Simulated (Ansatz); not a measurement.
Calculated with Ansatz (gas phase, PBE0-D4/def2-TZVP geometries, no zero-point term in ΔE). CCSD(T)/CBS is the MP2 limit (def2-TZVPP, def2-QZVPP) plus CCSD(T) − MP2 in def2-TZVPP, frozen cores. DFT in def2-TZVPP. For Se outer-core shells are correlated without core-valence functions, which leaves a few kJ/mol of doubt a bond. Scalar relativity is left out up to krypton. Each species was taken in one conformer, which may not be the lowest.

`BC(=N)CF` + H₂Se → `B[SeH]` + `N=CCF`  (ligand exchange at a B–C bond)

`BC(=N)CF`:

```xyz
10

B     1.166   -0.279    1.033
C    -0.001   -0.418   -0.001
N    -0.487   -1.589   -0.113
C    -0.577    0.805   -0.654
F     0.401    1.776   -0.769
H     1.039    0.477    1.951
H     2.138   -0.961    0.937
H    -1.332   -1.605   -0.693
H    -1.386    1.215   -0.038
H    -0.961    0.579   -1.653
```

H₂Se:

```xyz
3

Se   -0.547    0.404   -0.076
H    -0.079   -0.505    0.977
H     0.627    0.101   -0.901
```

`B[SeH]`:

```xyz
5

B     0.430   -0.276    0.381
Se   -0.122    0.945   -0.964
H    -0.349   -1.005    0.904
H     1.590   -0.256    0.653
H    -1.549    0.592   -0.975
```

`N=CCF`:

Cartesian coordinates in Å:
```
N 1.292 0.863 -0.581
C 0.659 0.255 0.322
C -0.673 -0.414 0.184
F -1.159 -0.292 -1.095
H 0.762 0.841 -1.455
H 1.097 0.191 1.324
H -1.393 0.035 0.877
H -0.585 -1.480 0.425
```

Problem. Is it downhill or uphill in electronic energy at CCSD(T)/CBS, and by how much? (Best estimate.)

Solution. Computed: Downhill: ΔE = -24.7 kcal/mol.

Problem. What do these levels give: BLYP-D4, B97M-V, r2SCAN0-D4, BHLYP-D4, ωB97M-V, BLYP, HF/def2-SVP, MP2/def2-SVP, CCSD(T)/def2-SVP, MP2/def2-TZVPP, SCS-MP2/def2-TZVPP, MP2/CBS(def2)? (An estimate is asked.)

Solution. Computed: BLYP-D4 -23.3, B97M-V -24.5, r2SCAN0-D4 -25.1, BHLYP-D4 -23.2, ωB97M-V -23.4, BLYP -24.0, HF/def2-SVP -21.5, MP2/def2-SVP -24.2, CCSD(T)/def2-SVP -23.7, MP2/def2-TZVPP -25.2, SCS-MP2/def2-TZVPP -24.1, MP2/CBS(def2) -25.4 kcal/mol.

Largest T1 diagnostic among the species: 0.013.

Leaving LDA and LC-ωPBE aside and taking each functional with its dispersion term where it has one, the values, not all of them listed here, spread over 2.4 kcal/mol, from PBE-D4 to CAM-B3LYP-D4. In def2-TZVPP, CCSD(T) changes the Hartree–Fock value by −2.5 kcal/mol (the triples alone add −0.5 kcal/mol) and MP2 by −3.2 kcal/mol. At CCSD(T), def2-SVP lies +1.0 kcal/mol from the extrapolated value and def2-TZVPP +0.1 kcal/mol.
